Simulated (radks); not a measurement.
The numbers below are computed, except where a source is named.
The lead ion Pb73+, configuration [He] 2s2 2p5 (the NIST ground configuration). Code: a radial shooting solver on a logarithmic mesh with Libxc functionals. Model: Dirac Kohn-Sham, relativistic LDA (MacDonald-Vosko exchange, VWN5 correlation), spin-unpolarised, spherical densities, finite nucleus; open shells fill j = l - 1/2 first; Fermi nuclear charge, rms radius 5.5012 fm. Some entries of the table are withheld. Estimate them.

| orbital | occ. | eigenvalue (hartree) | <r^2> (bohr^2) | r(max) (bohr) |
|---|---|---|---|---|
| 1s1/2 | 2 | -3481.666 | (1) | 0.009893 |
| 2s1/2 | 2 | -826.5274 | (2) | 0.05701 |
| 2p1/2 | 2 | (3) | (4) | (5) |
| 2p3/2 | 3 | (6) | (7) | (8) |

Answer. 
(1) 1s1/2 <r^2> (bohr^2): 0.0003598
(2) 2s1/2 <r^2> (bohr^2): 0.005189
(3) 2p1/2 eigenvalue (hartree): -809.9385
(4) 2p1/2 <r^2> (bohr^2): 0.003622
(5) 2p1/2 r(max) (bohr): 0.04156
(6) 2p3/2 eigenvalue (hartree): -726.7123
(7) 2p3/2 <r^2> (bohr^2): 0.004701
(8) 2p3/2 r(max) (bohr): 0.04901
